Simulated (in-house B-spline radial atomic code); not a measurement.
What moves the levels of neutral technetium ([Kr] 4d5 5s2)? Computed with a radial B-spline atomic code at the basis-set limit: Dirac-Hartree-Fock, average of configuration, Fermi nucleus of rms radius 4.41117 fm.

Baseline run (computed): total energy -4284.1136 hartree, 1s1/2 at -778.1799 hartree, 5s1/2 at -6.6786 eV with <r> = 3.531 bohr.

Scaling the speed of light c (a factor of 100 is close to the non-relativistic limit):

```
c/c0  ΔE (hartree)  5s1/2 level (eV)  5s1/2 <r> (bohr)
0.95       -9.0749          -6.71298             3.517
0.98       -3.4518           -6.6916             3.526
1.02        3.2375          -6.66638             3.536
 1.5        45.142          -6.51346             3.598
 100        79.534          -6.39415              3.65
```

Changing the nucleus:

```
                                           nucleus   ΔE (eV)
         Gaussian nucleus of rms radius 4.41117 fm  -0.00425
uniform spherical nucleus of rms radius 4.41117 fm   0.00185
            Gaussian nucleus of rms radius 0.01 fm     -1.76
             Fermi nucleus of rms radius 4.3229 fm    -0.066
             Fermi nucleus of rms radius 4.4994 fm    0.0671
```

A larger nucleus binds the electrons less, roughly as the density at the nucleus times the change of the nuclear <r²>. At equal rms radius the shape enters only through higher moments. A radius of 0.01 fm is nearly a point.

The nuclear charge is raised by 0.1. What does the Hellmann-Feynman theorem predict for the energy, and what is found?

dE/dZ ≈ -Σ<1/r>, which is -240.832 at the start and -241.603 at the end; their mean times 0.1 is -24.122 hartree, and the two runs differ by -24.122 hartree.
